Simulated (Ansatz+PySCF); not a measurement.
Two shapes of septet MnH₂O(+).

Shape 1:

```xyz
4

Mn    0.0000    0.0000    0.0000
O     0.0000    0.0000    2.1800
H     0.7750    0.0000    2.7550
H    -0.7750    0.0000    2.7550
```

Shape 2:

```xyz
4

Mn    0.0000    0.0000    0.0000
O     0.0000    0.0000    2.2672
H     0.7750    0.0000    2.8422
H    -0.7750    0.0000    2.8422
```

Basis set: def2-SVP (spherical functions). Charge 1, multiplicity 7.

Computed with Ansatz (development build ahead of 0.2.0); each method stands on the lowest determinant of its kind that the runs found.

(1) Which shape is lower in energy, and by how much in each method?

Results:

(1)

| method | E(2) − E(1) (eV) |
| --- | --- |
| UHF | 0.001 |
| PBE (restricted open-shell) | 0.031 |
| PBE0 (restricted open-shell) | 0.027 |
| PBE0 (unrestricted) | 0.027 |
| r²SCAN (unrestricted) | 0.034 |

Shape 1 is lower. Caution: other spin multiplicities were not run.
